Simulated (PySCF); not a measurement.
NMR problem set

- GFN2-xTB structure
- shielding tensors at PBE0/pcSseg-1 (GIAO)
- code: PySCF 2.14.0 with density-fitted response routines
- non-relativistic, one computed conformer, no solvent, one averaged value for each set of equivalent atoms

Scale: TMS for 1H (31.72 ppm) and 13C (186.93 ppm) (reference shieldings calculated alike). Splittings of carbon signals by F and P are missing where no couplings were computed. Where no couplings were computed, multiplicities follow the n + 1 count of equivalent neighbours, and m marks all less simple cases (inequivalent or close neighbours, rings, F or P nearby). Shifts are as computed. Against solution values, carbons near 30 ppm lie about +3 ppm off and those near 130 ppm about +5 ppm. Of 1211 compounds with measured shifts, 218 miss one by over three times the rms of a fit or turn the order of signals round; such compounds aren't used in these exercises.

(1) C6H13PSi. 1H NMR (500 MHz, computed): δ 6.63 (m, 1H), 6.12 (m, 1H), 5.77 (m, 1H), 4.04 (m, 2H), 1.89 (m, 4H), 1.16 (m, 4H). 13C{1H} NMR (computed): δ 153.0 (CH), 134.3 (CH2), 33.3 (CH2), 8.9 (CH2). What is it?

(2) C5H3NP2. 1H NMR (500 MHz, computed): δ 9.53 (m, 2H), 8.38 (m, 1H). 13C{1H} NMR (computed): δ 179.2, 163.2, 136.1, 125.8. Give a structure.

(3) C5H7F3O3. 1H NMR (600 MHz, computed): δ 4.53 (t, 2H), 3.93 (s, 3H), 2.97 (t, 2H). 13C{1H} NMR (computed): δ 177.1, 131.7, 67.1, 54.1, 37.3. What is it?

Answers

(1) SMILES C=CP1CC[SiH2]CC1. 4 carbon signals for 6 carbons: some carbons are equivalent by symmetry or fast rotation. Carbon types of the structure: 1 × CH, 5 × CH2, leaving 2 H on heteroatoms. δC 153.0: alkene CH; an sp2 carbon of a C=C bond. δC 134.3: terminal =CH2 carbon; an sp2 carbon of a C=C bond. δC 8.9: sp3 CH2 bonded to Si; an electropositive neighbour leaves it electron-rich and shielded. δH 6.12, 5.77: hydrogen on a terminal =CH2 carbon; attached to an sp2 carbon and in the plane of the double bond.

The shifts were computed for this structure.

(2) `N#Cc1pcccp1`. 4 carbon signals for 5 carbons: some carbons are equivalent by symmetry or fast rotation. Carbon types of the structure: 2 × C, 3 × CH, which accounts for all hydrogens. δC 179.2: substituted aromatic carbon. δC 163.2, 136.1: aromatic CH. δC 125.8: nitrile carbon; this is the usual window of a C≡N carbon, which has no attached hydrogen. δH 9.53, 8.38: hydrogen on an aromatic CH; it sits in the deshielding region of the aromatic ring current.

This is the structure that produced the data.

(3) SMILES COC(=O)CCOC(F)(F)F. Rings plus π bonds: 1 (no ring in the answer). 5 carbon signals for 5 carbons: no two carbons are equivalent. Carbon types of the structure: 2 × C, 2 × CH2, 1 × CH3, which accounts for all hydrogens. δC 177.1: ester carbonyl carbon; it is a carbonyl in resonance with an O or N lone pair, the region of acids, esters and amides. δC 131.7: CF3 carbon; 4 electronegative neighbours deshield it. δC 67.1: sp3 CH2 bonded to O; pulled downfield by the heteroatom. δH 2.97: hydrogen on an sp3 CH2 α to a carbonyl; α to C=O.

This is the structure that produced the data.
